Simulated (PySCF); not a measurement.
All values below come from PBE-D3(BJ)/def2-TZVP // M06-2X/def2-TZVP (PySCF). All species are isolated molecules in the gas phase. 

Reference species (SMILES): `[AlH3]` (neutral, multiplicity 1).

```json
{
 "LUMO": "-2.52 eV",
 "HOMO–LUMO gap": "4.79 eV"
}
```

Changed species: `[CH3][AlH][CH3]` (2 of 3 H replaced by CH3; the reference has 0 of 3 H replaced by CH3).

Q: Give the shifts of the LUMO and HOMO–LUMO gap.

A: the LUMO goes up by 0.94 eV, to -1.58 eV; the HOMO–LUMO gap rises by 0.10 eV, to 4.89 eV.
